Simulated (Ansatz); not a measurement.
`C[SiH]([SiH3])CF` → `FC[SiH3]` + `C[SiH]`  (silylene formation by 1,1-elimination)

Program: Ansatz. Geometries: PBE0-D4/def2-TZVP. ΔE: electronic, gas phase. CCSD(T)/CBS adds triple-zeta CCSD(T) − MP2 to the extrapolated MP2 energy (def2 sets, frozen cores). This one scheme is used for every species. Functionals use def2-TZVPP. B3LYP here is the variant with VWN-RPA as its local correlation; programs differ in this. Each species was taken in one conformer, which may not be the lowest.

`C[SiH]([SiH3])CF`:

Cartesian coordinates in Å:
```
C -0.605 -1.435 1.052
Si 0.438 -0.373 -0.085
Si 0.743 1.782 0.779
C -0.382 -0.253 -1.796
F -1.614 0.392 -1.689
H -0.702 -2.449 0.656
H -1.607 -1.010 1.150
H -0.164 -1.499 2.049
H 1.773 -1.004 -0.314
H -0.566 2.428 1.068
H 1.523 1.723 2.046
H 1.488 2.633 -0.190
H -0.560 -1.246 -2.224
H 0.236 0.309 -2.503
```

`FC[SiH3]`:

Z-matrix (Å, degrees):
```
C
Si 1 1.895
F 1 1.391 2 110.4
H 1 1.095 2 111.2 3 120.0
H 1 1.095 2 111.2 3 -120.0
H 2 1.484 1 110.0 3 60.5
H 2 1.484 1 110.0 3 -60.5
H 2 1.488 1 107.8 3 180.0
```

`C[SiH]`:

Cartesian coordinates in Å:
```
C 0.189 0.428 0.246
Si -1.282 -0.688 -0.165
H 0.977 -0.162 0.733
H -0.066 1.275 0.884
H 0.637 0.803 -0.684
H -0.455 -1.657 -1.014
```

```csv
species,B3LYP-D4 energy (Eh)
`C[SiH]([SiH3])CF`,-760.61475
`FC[SiH3]`,-430.53257
`C[SiH]`,-329.99277
```

Q: Work out ΔE.

A: ΔE = (-430.53257) + (-329.99277) − (-760.61475) = 0.08941 Eh = +56.1 kcal/mol. CCSD(T)/CBS gives +57.0 kcal/mol.

Largest T1 diagnostic among the species: 0.012.

From PBE to PBE0 (25 % exact exchange), in def2-TZVPP and without D4, ΔE moves by +1.9 kcal/mol. In def2-TZVPP, CCSD(T) changes the Hartree–Fock value by +5.4 kcal/mol (the triples alone add +1.2 kcal/mol) and MP2 by +8.6 kcal/mol.
